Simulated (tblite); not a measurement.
Q: Give a GFN2-xTB geometry of `CCO[SiH2]C/C([SiH3])=C/F`.

A: 
```
atom  x, y, z in Å
C1    -3.096    1.125    0.021
C2    -2.354    0.261    1.029
O3    -1.221   -0.295    0.420
Si4   -0.142   -1.348    0.993
C5     1.079   -1.488   -0.458
C6     1.678   -0.162   -0.787
Si7    3.116    0.518    0.234
C8     1.169    0.563   -1.769
F9     1.657    1.792   -2.068
H10   -2.436    1.902   -0.354
H11   -3.961    1.585    0.490
H12   -3.427    0.516   -0.817
H13   -3.003   -0.542    1.398
H14   -2.040    0.863    1.890
H15   -0.755   -2.650    1.287
H16    0.510   -0.858    2.213
H17    1.861   -2.191   -0.177
H18    0.563   -1.896   -1.328
H19    2.688    1.708    0.974
H20    4.225    0.851   -0.661
H21    3.530   -0.531    1.172
H22    0.347    0.297   -2.420
```

Orientation and origin are arbitrary. Atoms count from 1 in this order. O3 (silyl ether oxygen) is bent (angle 130.2°). Si4 (oxygen-bound silicon) is distorted tetrahedral (angles from 101.9° to 112.0°). The 3 C–C bonds span 1.323 Å (C6=C8, drawn double) to 1.521 Å (C1–C2, drawn single), a spread of 0.198 Å. Of the pairs four or more bonds apart, H18···H22 is among the closest relative to their van der Waals radii: 2.46 Å, 102 % of the sum of Bondi's values.

Bonds between heavy atoms (Å): C1–C2 1.521, C2–O3 1.401, O3–Si4 1.613, Si4–C5 1.902, C5–C6 1.491, C6–Si7 1.891, C6=C8 1.323, C8–F9 1.356.

Structure optimised with GFN2-xTB, isolated species.

Point group: C1 (no symmetry element, even within 0.4 Å). Its GFN2-xTB frequencies are all real (lowest 16 cm⁻¹). The numbers are those of one conformer (C1–C2–O3–Si4 -176°, C2–O3–Si4–C5 -178°, O3–Si4–C5–C6 59°, Si4–C5–C6–Si7 81°).

The numbers are calculated, not measured.
